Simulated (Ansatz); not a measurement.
Ideal-gas functions of C2H5Te (`CC[Te]`) radical at 500 K and 1 bar, from an Ansatz frequency run at PBE0-D4/def2-TZVP.

Molar mass 156.66 g/mol, point group Cs (symmetry number 1), electronic degeneracy 2, moments of inertia 16.499, 173.674, 183.953 u Å². Harmonic wavenumbers (cm⁻¹, unscaled): 230, 252, 513, 561, 915, 974, 1071, 1221, 1250, 1406, 1445, 1476, 1486, 3039, 3072, 3099, 3113, 3140.

Use S(trans) = R[1.5 ln M + 2.5 ln T − 1.1517]; rotational temperatures θ = 24.2544 K / I; S(rot) = R[ln(√π/σ · √(T³/θAθBθC)) + 1.5]; for each mode x = 1.438777 ν̃/T, S = R[x/(eˣ − 1) − ln(1 − e⁻ˣ)] and H = RT x/(eˣ − 1); 1 cm⁻¹ = 0.0119627 kJ/mol; R = 8.31446 J/(mol·K).

Problem. By hand: the entropy, in J/(mol·K).

Solution. Translation 182.6. Rotation: θ = 1.4701, 0.1397, 0.1319 K, giving 109.7. Vibration, mode by mode: 11.90, 11.17, 5.79, 5.18, 2.32, 2.02, 1.62, 1.15, 1.07, 0.75, 0.68, 0.63, 0.62, 0.01, 0.01, 0.01, 0.01, 0.01, in all 45.0. Electronic 5.8. Sum 343.1 J/(mol·K).

Problem. By hand: H − E and G − E in kJ/mol, counted from the electronic energy.

Solution. Zero-point energy ½ × 28263 × 0.0119627 = 169.1; thermal vibration 13.4; translation, rotation and pV give 4 RT = 16.6. H − E = 199.1 kJ/mol, and G − E = 199.1 − 500 × 343.1/1000 = 27.5 kJ/mol.

Vibration gives 13 % of the entropy.
